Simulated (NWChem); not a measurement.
Molecule: SiH₂O, singlet; SMILES O[SiH]

```xyz
4

Si     0.1464    -0.6412     0.0000
H     -1.4122    -0.8561     0.0000
O      0.1406     1.0489     0.0000
H     -0.7300     1.4890     0.0000
```
Atoms are numbered in this order, from 1.

Computed with NWChem. Geometry optimised at PBE-D3(BJ)/def2-SVP; all other runs use it. Pople sets run with spherical d functions. Low-valent species are run as closed-shell singlets; no triplet was tried in these runs. Vzz has the sign of the potential's second derivative.

```csv
quantity,level,value
solvation free energy (kcal/mol) in water,"B3LYP/def2-SVP, SMD",-4.4
Vzz O3 (a.u.),PBE0/def2-SVP,1.227
"vertical, lowest excitation, singlet (eV)","B3LYP/aug-cc-pVDZ, full TDDFT",3.22
highest occupied level (eV),PBE/def2-SVP,-5.49
−ε(HOMO) (eV),CAM-B3LYP/6-31+G*,8.09
"isotropic polarisability (bohr³), static",PBE/def2-SVPD,38.4
dipole (D),PBE-D3(BJ)/def2-SVP,1.69
highest harmonic frequency (cm⁻¹),PBE-D3(BJ)/def2-SVP,3715
```
